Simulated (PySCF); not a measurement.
TeS at PW91

Level: PW91. Te def2-TZVPP with ECP28, S def2-TZVPP; scalar-relativistic core potentials (PySCF 2.14).

For TeS, the state is ³Σ⁻ (triplet), unpaired electrons π ↑↑, the bond length is 2.251 Å and the harmonic wavenumber is 460 cm⁻¹. The force constant is 3.21 mdyn/Å and the rotational constant Be is 0.1297 cm⁻¹. The anharmonicity ωexe is 1.32 cm⁻¹ and the vibration–rotation constant αe is 0.000505 cm⁻¹. The well depth De to Te + S is 94.5 kcal/mol. The dissociation energy D0 is 93.9 kcal/mol and the bond order (Mayer) is 2.07. The dipole moment (positive dipole means Te(−)S(+)) is -1.52 D.

Spin–orbit coupling is left out, which matters for elements this heavy, above all for dissociation energies. The state was picked by a PBE0 search and need not be the measured ground state.
